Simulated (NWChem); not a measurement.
A series in which one site is exchanged, each optimised at PBE0/def2-SVP with NWChem, gas phase unless a solvent is named. Low-valent species are run as closed-shell singlets; no triplet was tried in these runs. Some are not confirmed as minima by frequencies. def2 effective core potentials on Sn; no spin-orbit coupling.

A: [Sn]([F])[F] (SnF2; site = F)
B: [F][Sn][Br] (SnBrF; site = Br)
C: [F][Sn][Cl] (SnClF; site = Cl)
D: [F][SnH] (SnHF; site = H)

| quantity | A | B | C | D |
|---|---|---|---|---|
| dipole (D), PBE0/def2-SVP | ? | 3.40 | 3.47 | 2.69 |
| vertical ionisation energy, ΔSCF, PBE0/def2-SVP (eV) | ? | 10.16 | 10.47 | 9.36 |
| static polarisability, PBE0/def2-SVPD (bohr³) | ? | 63.0 | 53.5 | 42.7 |

Some entries are withheld; supply them.


- dipole (D), PBE0/def2-SVP, A: 3.63
- vertical ionisation energy, ΔSCF, PBE0/def2-SVP (eV), A: 11.06
- static polarisability, PBE0/def2-SVPD (bohr³), A: 37.0
